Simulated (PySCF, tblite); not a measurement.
C₈H₁₅P.
Numbering: `[CH2:1]=[C:2]([CH3:3])[P@:4](=[CH2:5])([CH3:6])/[CH:7]=[CH:8]\[CH3:9]` (hydrogens: H10, H11 on C1; H12, H13, H14 on C3; H15, H16 on C5; H17, H18, H19 on C6; H20 on C7; H21 on C8; H22, H23, H24 on C9)

Computed geometry: GFN2-xTB, gas phase.

Give the optimised bond lengths and angles.

```tsv
bond	length (pm)
C1=C2	132.7
C2–C3	149.7
C2–P4	185.7
P4=C5	170.5
P4–C6	182.9
P4–C7	180.0
C7=C8	132.8
C8–C9	148.8
C1–H10	107.9
C1–H11	107.8
C3–H12, C3–H13, C3–H14	109.0
C5–H15, C5–H16	108.9
C6–H17, C6–H18, C6–H19	108.8
C7–H20	108.4
C8–H21	108.5
C9–H22, C9–H23, C9–H24	108.9
```

Bonds in one row agree within 1 pm and their mean is given. A selection of angles:
```tsv
angle	degrees
C2–C1–H10	121.7
C2–C1–H11	122.1
H10–C1–H11	116.2
C1–C2–C3	123.5
C1–C2–P4	122.2
C3–C2–P4	113.1
C2–C3–H12	110.4
C2–C3–H14	111.5
H12–C3–H13	107.4
H12–C3–H14	108.8
C2–P4–C5	126.1
C2–P4–C6	104.7
C2–P4–C7	105.4
C5–P4–C6	106.8
C5–P4–C7	105.0
C6–P4–C7	107.9
P4–C5–H15	111.6
H15–C5–H16	111.1
P4–C6–H17	108.4
P4–C6–H18	106.3
P4–C6–H19	113.2
H17–C6–H18	108.5
H17–C6–H19	110.1
P4–C7–C8	128.1
P4–C7–H20	110.9
C8–C7–H20	120.8
C7–C8–C9	125.9
C7–C8–H21	119.0
C9–C8–H21	115.1
C8–C9–H22	111.1
C8–C9–H23	110.2
H22–C9–H23	109.1
H23–C9–H24	107.3
```

Torsions: C1–C2–P4–C5 92° (anticlinal); C2–P4–C7–C8 53° (synclinal); P4–C7–C8–C9 -4° (synperiplanar).

The 4 C–P bonds span 1.705 Å (P4=C5, drawn double) to 1.857 Å (C2–P4, drawn single), a spread of 0.152 Å. Of the pairs four or more bonds apart, C2···H22 is among the closest relative to their van der Waals radii: 2.51 Å, 86 % of the sum of Bondi's values. P4 (phosphorus bonded to 4 C) has angles from 104.7° to 126.1°. The C–C distances run from 1.327 Å (C1=C2, drawn double) to 1.497 Å (C2–C3, drawn single), a spread of 0.170 Å.

Point group: C1 (no symmetry element, even within 0.4 Å). Its GFN2-xTB frequencies are all real (lowest 60 cm⁻¹). One conformer, not necessarily the lowest.
